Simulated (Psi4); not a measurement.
diselenium (Se2), triplet, geometry from GFN2-xTB. Base run: Psi4 with B3LYP/STO-3G.

Geometry (Å):
```xyz
2

Se     0.0000     0.0000    -1.0830
Se     0.0000     0.0000     1.0830
```
Charge 0, spin multiplicity 3.
Orbitals are unrestricted.
All else is at Psi4's defaults (density fitting).

Each row names what was changed in the base input (with any setting that the change needs).

```tsv
change	basis functions	E (Eh)
base	36	-4749.72639
basis = cc-pVDZ-DK; relativity = spin-free X2C (with scf_type pk)	54	-4859.66066
basis = cc-pVTZ-DK; relativity = none (with scf_type pk)	86	-4766.70587
basis = cc-pVTZ-DK; relativity = spin-free X2C (with scf_type pk)	86	-4859.88253
```

Absolute energies of different levels of theory aren't comparable as measures of quality.

Open shells are given as the SCF converged; they aren't shown to be the lowest states, and a large step between rows can be another state.

Basis sets contracted for a relativistic Hamiltonian are a mismatch without it, so the rows without relativity aren't non-relativistic limits. No row has spin-orbit coupling; sets with core potentials leave out the core electrons.
